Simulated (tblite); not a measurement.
A geometry optimisation, step by step.

Species: C3H11GeOSi (doublet state).
Numbering: `[CH2:1][C@H:2]([CH3:3])[GeH2:4][O:5][SiH3:6]` (hydrogens: H7, H8 on C1; H9 on C2; H10, H11, H12 on C3; H13, H14 on Ge4; H15, H16, H17 on Si6)

Computed with GFN2-xTB (tblite), gas phase: L-BFGS steps from a force-field or distance-geometry start until the largest atomic force falls under 0.01 eV/Å. 12 of its 159 geometries are shown.

Step 0: E = -535.8632 eV, largest atomic force 2.569 eV/Å
```
atom  x, y, z in Å  |  force x, y, z in eV/Å
C1     -1.865   -1.605    0.520    0.261   1.096   2.225
C2     -1.293   -0.197    0.648   -0.811  -1.302   0.163
C3     -2.027    0.668   -0.305   -2.158   1.366  -0.281
Ge4     0.594   -0.365    0.268    0.427  -0.788   0.202
O5      1.368    1.133   -0.243    2.061  -0.492   0.700
Si6     3.038    0.987    0.144   -0.658   0.490  -0.337
H7     -2.944   -1.613    0.760    0.664  -0.394  -0.636
H8     -1.246   -2.246    1.167   -0.543  -0.343  -0.614
H9     -1.444    0.118    1.718    0.093  -0.031  -0.734
H10    -3.111    0.674    0.022    0.799   0.074  -0.458
H11    -2.033    0.268   -1.342    0.344   0.399   0.711
H12    -1.721    1.734   -0.267    0.120  -0.665  -0.285
H13     0.814   -1.470   -0.776    0.140   0.321   0.073
H14     1.352   -0.828    1.564   -0.519  -0.018  -0.367
H15     3.504    2.269    0.697   -0.358  -0.192  -0.111
H16     3.805    0.611   -1.042   -0.183   0.053  -0.127
H17     3.200   -0.128    1.107    0.321   0.427  -0.124
```

Step 14: E = -536.8612 eV, largest atomic force 0.330 eV/Å
```
atom  x, y, z in Å  |  force x, y, z in eV/Å
C1     -1.990   -1.529    0.854    0.058  -0.076  -0.071
C2     -1.408   -0.195    0.685   -0.148  -0.217   0.056
C3     -2.146    0.695   -0.299   -0.092   0.093  -0.002
Ge4     0.568   -0.494    0.288   -0.007   0.030  -0.084
O5      1.562    0.943   -0.052   -0.038  -0.226   0.210
Si6     3.181    1.004    0.145   -0.131   0.106  -0.012
H7     -2.973   -1.805    0.507    0.166   0.273  -0.083
H8     -1.357   -2.342    1.169   -0.046   0.048   0.203
H9     -1.355    0.347    1.647   -0.023  -0.125   0.032
H10    -3.208    0.781   -0.062    0.070  -0.091   0.103
H11    -2.064    0.302   -1.310    0.053   0.071  -0.001
H12    -1.711    1.689   -0.244    0.013   0.101  -0.242
H13     0.898   -1.437   -0.858   -0.067  -0.025   0.027
H14     1.180   -1.051    1.565    0.011  -0.108  -0.040
H15     3.389    2.359    0.604    0.031   0.252   0.057
H16     3.789    0.714   -1.140    0.097  -0.054  -0.198
H17     3.637    0.034    1.141    0.051  -0.052   0.047
```

Step 29: E = -537.0979 eV, largest atomic force 0.185 eV/Å
```
atom  x, y, z in Å  |  force x, y, z in eV/Å
C1     -2.066   -1.466    0.840   -0.134  -0.039  -0.059
C2     -1.445   -0.180    0.710    0.073  -0.080   0.063
C3     -2.143    0.712   -0.298   -0.059  -0.017  -0.030
Ge4     0.576   -0.677    0.321   -0.085   0.122  -0.095
O5      1.772    0.640    0.373   -0.068  -0.113  -0.083
Si6     3.309    1.126    0.155   -0.025  -0.070   0.090
H7     -2.768   -1.798    0.101    0.027  -0.055  -0.085
H8     -1.812   -2.156    1.618    0.060   0.041   0.170
H9     -1.318    0.332    1.666   -0.018   0.026   0.127
H10    -3.187    0.821   -0.002    0.015   0.065   0.024
H11    -2.134    0.249   -1.280    0.071   0.014  -0.105
H12    -1.707    1.706   -0.366    0.148  -0.048   0.027
H13     0.794   -1.479   -0.970    0.033   0.090   0.008
H14     0.991   -1.605    1.460    0.039   0.027  -0.005
H15     3.248    2.558    0.457    0.004  -0.087  -0.005
H16     3.723    0.863   -1.227   -0.033   0.015   0.031
H17     4.162    0.366    1.083   -0.048   0.108  -0.075
```

Step 43: E = -537.1664 eV, largest atomic force 0.159 eV/Å
```
atom  x, y, z in Å  |  force x, y, z in eV/Å
C1     -2.116   -1.491    0.878    0.026   0.079   0.038
C2     -1.484   -0.214    0.755    0.034   0.043  -0.023
C3     -2.068    0.716   -0.295    0.051  -0.047  -0.002
Ge4     0.545   -0.697    0.302   -0.081  -0.014   0.136
O5      1.765    0.577    0.361   -0.064  -0.002   0.018
Si6     3.272    1.135    0.151    0.021   0.067  -0.116
H7     -2.588   -1.956    0.035   -0.031  -0.007  -0.040
H8     -2.038   -2.047    1.792   -0.014  -0.055   0.005
H9     -1.388    0.292    1.720    0.024  -0.010  -0.014
H10    -3.099    0.954   -0.032    0.008   0.023  -0.024
H11    -2.062    0.245   -1.275   -0.026  -0.053  -0.022
H12    -1.503    1.644   -0.361    0.046   0.004   0.045
H13     0.745   -1.375   -1.054   -0.019  -0.016   0.008
H14     1.001   -1.678    1.387    0.030  -0.006  -0.084
H15     3.151    2.559    0.452   -0.010   0.031   0.006
H16     3.668    0.890   -1.239    0.005   0.014   0.014
H17     4.192    0.457    1.062   -0.002  -0.052   0.054
```

Step 57: E = -537.1888 eV, largest atomic force 0.083 eV/Å
```
atom  x, y, z in Å  |  force x, y, z in eV/Å
C1     -2.126   -1.495    0.896   -0.019   0.026   0.010
C2     -1.456   -0.227    0.790    0.001  -0.016   0.012
C3     -1.977    0.702   -0.295    0.031  -0.013  -0.002
Ge4     0.533   -0.707    0.340    0.009  -0.048  -0.067
O5      1.657    0.654    0.298   -0.005  -0.012   0.002
Si6     3.196    1.151    0.135   -0.008   0.006   0.030
H7     -2.549   -1.960    0.027   -0.020   0.001  -0.011
H8     -2.114   -2.049    1.815   -0.002  -0.002  -0.003
H9     -1.405    0.290    1.752    0.023  -0.011   0.005
H10    -2.992    1.021   -0.059    0.021   0.014   0.007
H11    -1.992    0.200   -1.261    0.004  -0.037   0.005
H12    -1.339    1.581   -0.373   -0.013   0.049  -0.010
H13     0.637   -1.338   -1.049    0.004   0.001   0.034
H14     1.125   -1.711    1.328    0.001   0.030  -0.011
H15     3.115    2.573    0.456   -0.012   0.017   0.000
H16     3.638    0.913   -1.241   -0.018  -0.010   0.017
H17     4.039    0.415    1.081    0.005   0.006  -0.019
```

Step 72: E = -537.1951 eV, largest atomic force 0.072 eV/Å
```
atom  x, y, z in Å  |  force x, y, z in eV/Å
C1     -2.157   -1.472    0.907    0.008   0.008  -0.009
C2     -1.427   -0.237    0.797    0.025   0.001  -0.023
C3     -1.932    0.698   -0.294    0.023  -0.004   0.032
Ge4     0.542   -0.749    0.320   -0.051   0.038  -0.033
O5      1.622    0.645    0.306    0.011  -0.026  -0.016
Si6     3.153    1.167    0.144   -0.011  -0.011   0.026
H7     -2.587   -1.916    0.030   -0.038  -0.022   0.013
H8     -2.164   -2.034    1.821    0.003  -0.008   0.018
H9     -1.339    0.277    1.759   -0.032   0.005  -0.044
H10    -2.939    1.045   -0.055    0.060  -0.008  -0.016
H11    -1.966    0.174   -1.250   -0.007   0.053   0.043
H12    -1.276    1.563   -0.391   -0.026  -0.017  -0.013
H13     0.644   -1.373   -1.071    0.031   0.009   0.012
H14     1.168   -1.727    1.301    0.022  -0.054   0.037
H15     3.041    2.586    0.466   -0.005   0.015  -0.006
H16     3.590    0.921   -1.230    0.004   0.012  -0.017
H17     4.021    0.447    1.081   -0.017   0.010  -0.007
```

Step 86: E = -537.2052 eV, largest atomic force 0.055 eV/Å
```
atom  x, y, z in Å  |  force x, y, z in eV/Å
C1     -2.228   -1.432    0.934   -0.016   0.001  -0.029
C2     -1.385   -0.279    0.775    0.018   0.011   0.001
C3     -1.837    0.700   -0.300   -0.002   0.014   0.002
Ge4     0.567   -0.872    0.287    0.015  -0.021   0.019
O5      1.598    0.550    0.338   -0.012  -0.014   0.001
Si6     3.068    1.212    0.152   -0.001  -0.013   0.004
H7     -2.750   -1.845    0.091    0.004   0.007   0.021
H8     -2.255   -1.968    1.863    0.009  -0.035   0.007
H9     -1.225    0.236    1.727   -0.011   0.018   0.011
H10    -2.803    1.124   -0.030    0.000   0.008  -0.007
H11    -1.940    0.197   -1.260    0.006  -0.007   0.006
H12    -1.120    1.514   -0.406    0.013  -0.024   0.000
H13     0.757   -1.450   -1.116   -0.011  -0.006   0.003
H14     1.206   -1.862    1.266   -0.037   0.027  -0.030
H15     2.835    2.620    0.464    0.003  -0.005  -0.007
H16     3.506    0.999   -1.229    0.014   0.023  -0.004
H17     3.997    0.571    1.084    0.010   0.016   0.002
```

Step 101: E = -537.2091 eV, largest atomic force 0.032 eV/Å
```
atom  x, y, z in Å  |  force x, y, z in eV/Å
C1     -2.252   -1.411    0.946    0.005   0.023   0.004
C2     -1.377   -0.285    0.778   -0.001  -0.013   0.013
C3     -1.793    0.701   -0.303    0.017  -0.001   0.003
Ge4     0.563   -0.929    0.279   -0.014  -0.025  -0.007
O5      1.640    0.453    0.355    0.022   0.005   0.007
Si6     3.044    1.241    0.153   -0.016  -0.002  -0.008
H7     -2.830   -1.781    0.120    0.021  -0.007   0.014
H8     -2.252   -1.976    1.861   -0.003   0.004  -0.024
H9     -1.192    0.229    1.727    0.003  -0.006  -0.004
H10    -2.729    1.188   -0.032   -0.008  -0.010   0.001
H11    -1.933    0.183   -1.250   -0.016   0.022  -0.013
H12    -1.028    1.466   -0.430   -0.006   0.013  -0.019
H13     0.756   -1.499   -1.130   -0.017   0.007   0.019
H14     1.151   -1.950    1.253    0.019   0.004   0.006
H15     2.717    2.633    0.463   -0.009  -0.030  -0.008
H16     3.484    1.071   -1.234    0.000   0.012   0.018
H17     4.026    0.680    1.083    0.003   0.003  -0.002
```

Step 115: E = -537.2148 eV, largest atomic force 0.048 eV/Å
```
atom  x, y, z in Å  |  force x, y, z in eV/Å
C1     -2.274   -1.368    0.953    0.001   0.009  -0.003
C2     -1.352   -0.286    0.779    0.011   0.001   0.007
C3     -1.716    0.712   -0.309   -0.001  -0.001   0.004
Ge4     0.567   -1.033    0.283    0.011  -0.002  -0.004
O5      1.803    0.207    0.410    0.010  -0.028   0.003
Si6     2.992    1.277    0.156    0.005   0.009   0.006
H7     -2.868   -1.725    0.133    0.032   0.022  -0.011
H8     -2.314   -1.917    1.876    0.022   0.009   0.000
H9     -1.133    0.218    1.726   -0.021   0.029   0.005
H10    -2.591    1.288   -0.010   -0.029   0.009   0.006
H11    -1.949    0.194   -1.238    0.011  -0.009  -0.003
H12    -0.894    1.404   -0.493    0.002   0.008   0.012
H13     0.694   -1.560   -1.151    0.023  -0.014   0.007
H14     1.079   -2.116    1.231    0.005  -0.001  -0.017
H15     2.447    2.597    0.478   -0.040  -0.007  -0.026
H16     3.416    1.191   -1.243   -0.029   0.011  -0.006
H17     4.087    0.929    1.059   -0.013  -0.043   0.018
```

Step 129: E = -537.2337 eV, largest atomic force 0.072 eV/Å
```
atom  x, y, z in Å  |  force x, y, z in eV/Å
C1     -2.268   -1.278    0.972   -0.018   0.020   0.025
C2     -1.289   -0.262    0.788    0.048   0.000  -0.032
C3     -1.584    0.745   -0.311    0.006  -0.019   0.002
Ge4     0.611   -1.163    0.264   -0.026   0.010   0.066
O5      1.993   -0.081    0.406   -0.037   0.000   0.011
Si6     2.827    1.287    0.165   -0.013  -0.032  -0.029
H7     -2.894   -1.591    0.159    0.016  -0.001  -0.031
H8     -2.332   -1.833    1.890    0.034   0.014   0.013
H9     -1.006    0.230    1.722   -0.006  -0.016  -0.014
H10    -2.391    1.408   -0.001   -0.023   0.004   0.015
H11    -1.895    0.236   -1.222    0.031  -0.005   0.009
H12    -0.707    1.353   -0.532    0.009   0.009   0.005
H13     0.717   -1.691   -1.170   -0.002  -0.023  -0.057
H14     1.064   -2.292    1.191   -0.025  -0.002  -0.003
H15     1.970    2.432    0.493    0.007   0.007   0.018
H16     3.213    1.350   -1.247    0.010   0.007   0.026
H17     3.964    1.161    1.073   -0.012   0.027  -0.023
```

Step 144: E = -537.2407 eV, largest atomic force 0.046 eV/Å
```
atom  x, y, z in Å  |  force x, y, z in eV/Å
C1     -2.247   -1.244    0.984    0.013  -0.033  -0.011
C2     -1.225   -0.261    0.780    0.004  -0.021  -0.006
C3     -1.518    0.754   -0.313   -0.006   0.005  -0.002
Ge4     0.599   -1.208    0.252   -0.001  -0.026   0.006
O5      1.973   -0.123    0.403    0.028   0.032   0.009
Si6     2.743    1.286    0.168   -0.038  -0.026   0.006
H7     -2.854   -1.573    0.161   -0.006   0.018   0.006
H8     -2.315   -1.788    1.907    0.008   0.010   0.013
H9     -0.939    0.236    1.713    0.000  -0.013   0.001
H10    -2.333    1.404    0.000   -0.010   0.020  -0.024
H11    -1.814    0.250   -1.232    0.018   0.009   0.015
H12    -0.641    1.368   -0.516   -0.009   0.018  -0.010
H13     0.693   -1.730   -1.186   -0.013   0.005   0.006
H14     1.013   -2.346    1.181    0.007   0.017  -0.004
H15     1.840    2.391    0.512    0.010  -0.009   0.004
H16     3.128    1.379   -1.240   -0.006   0.001  -0.023
H17     3.891    1.216    1.065    0.002  -0.004   0.015
```

Step 158: E = -537.2421 eV, largest atomic force 0.009 eV/Å
```
atom  x, y, z in Å  |  force x, y, z in eV/Å
C1     -2.229   -1.246    0.981   -0.005   0.002  -0.003
C2     -1.209   -0.258    0.773    0.009  -0.001  -0.001
C3     -1.510    0.760   -0.316   -0.002   0.004   0.003
Ge4     0.599   -1.214    0.251    0.001   0.002  -0.002
O5      1.981   -0.139    0.407    0.007   0.000  -0.001
Si6     2.727    1.280    0.170   -0.003  -0.003  -0.003
H7     -2.858   -1.557    0.169   -0.003   0.001   0.003
H8     -2.285   -1.790    1.905   -0.005  -0.001   0.001
H9     -0.923    0.236    1.707   -0.006   0.003   0.004
H10    -2.340    1.397   -0.010   -0.002  -0.004  -0.005
H11    -1.788    0.258   -1.240    0.009   0.001  -0.002
H12    -0.643    1.393   -0.508   -0.004  -0.005   0.002
H13     0.679   -1.740   -1.184    0.001  -0.001   0.008
H14     1.003   -2.343    1.190    0.001  -0.006  -0.006
H15     1.813    2.373    0.522    0.002   0.006   0.007
H16     3.100    1.383   -1.242    0.000   0.001  -0.001
H17     3.877    1.220    1.066    0.002   0.001  -0.005
```

Q: Summarise the path.

A: The energy falls by 31.80 kcal/mol from step 0 to step 158; nine tenths of that is first reached at step 30. It rises by more than 0.2 meV at steps 110 and 113. The largest force goes from 2.569 to 0.009 eV/Å. Among the bonds C2–Ge4 changes most, from 1.932 to 2.111 Å; the atoms move by 1.034 Å rms after alignment.

Q: Follow the three bonds and two angles with the largest change from start to end.

A: 
```csv
step,E above end (kcal/mol),largest force (eV/Å),C2–Ge4 (Å),O5–Si6 (Å),C1–C2 (Å),Ge4–O5–Si6 (°),C2–C1–H8 (°)
0,31.80,2.569,1.932,1.721,1.525,106.8,106.1
7,12.35,0.577,1.986,1.637,1.479,121.2,121.6
14,8.78,0.330,2.037,1.632,1.465,124.1,119.2
21,5.68,0.630,2.063,1.631,1.451,137.1,118.4
27,3.66,0.287,2.107,1.625,1.442,146.2,121.9
34,2.51,0.180,2.114,1.622,1.434,153.5,120.9
41,1.93,0.103,2.122,1.623,1.432,154.0,120.6
48,1.50,0.124,2.115,1.626,1.433,150.5,120.3
55,1.27,0.091,2.102,1.626,1.436,147.3,120.5
62,1.18,0.042,2.091,1.626,1.439,146.8,121.0
69,1.12,0.050,2.088,1.626,1.438,146.5,121.0
76,0.98,0.071,2.085,1.624,1.440,146.3,121.8
82,0.89,0.072,2.092,1.624,1.440,147.7,120.7
89,0.83,0.043,2.100,1.624,1.436,149.8,120.8
96,0.79,0.045,2.104,1.623,1.435,152.0,120.9
103,0.75,0.026,2.102,1.622,1.437,155.5,120.8
110,0.71,0.220,2.114,1.627,1.435,165.0,121.0
117,0.58,0.134,2.125,1.625,1.431,165.5,120.9
124,0.33,0.150,2.142,1.623,1.426,160.8,120.9
131,0.15,0.091,2.166,1.619,1.423,154.4,121.3
137,0.11,0.056,2.154,1.619,1.426,153.8,120.9
144,0.03,0.046,2.122,1.622,1.432,153.4,121.0
151,0.01,0.014,2.110,1.621,1.434,152.3,120.9
158,0.00,0.009,2.111,1.621,1.434,152.2,120.8
```

What follows is the cost of the whole relaxation. The run took 1.0 s on an Arm Neoverse V2 with one thread, no GPU (shared host).
